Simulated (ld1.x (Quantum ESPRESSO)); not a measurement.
# Pseudopotential generation for Ta: ultrasoft, PBEsol, scalar-relativistic.

tantalum (Ta), ultrasoft, made with ld1.x (Quantum ESPRESSO) 7.5 (PBEsol, scalar-relativistic). Core [Kr] 4d10 4f14, reference 5s2 5p6 5d3 6s2 6p0. Waves: 5s (bound): rcut 1.60, rcutus 2.10 bohr; 6s (bound): rcut 1.60, rcutus 2.10 bohr; 5p (bound): rcut 2.05, rcutus 2.50 bohr; 6p (bound, empty): rcut 2.05, rcutus 2.50 bohr; 5d (bound): rcut 1.95, rcutus 2.45 bohr; 5d channel at 2.05 Ry: rcut 1.95, rcutus 2.45 bohr. Local part: all-electron potential smoothed inside 2.30 bohr (lloc = -2). Core correction: Bessel-smoothed model core inside 2.10 bohr. Augmentation charge: PSQ, inside the norm-conserving radii.

- Cutoffs needed: 21 Ry and 35 Ry (the cutoffs (Ry, on a coarse ladder) from which the occupation-weighted sum of valence levels, in a spherical-Bessel basis at the reference potential, stays within 10 and 1 mRy of its value at 400 Ry)
- Ghost test: no extra level below or beside the all-electron valence levels (s, p, d, f tested) (spherical-Bessel basis up to 400 Ry, 20 bohr box)
- Configuration tests: test run stopped at test 3 of 7 (negative rho)
- Lowest eigenvalue of the overlap operator: 0.08 (p channel)
- Density cutoff estimated by the generator: 146 Ry
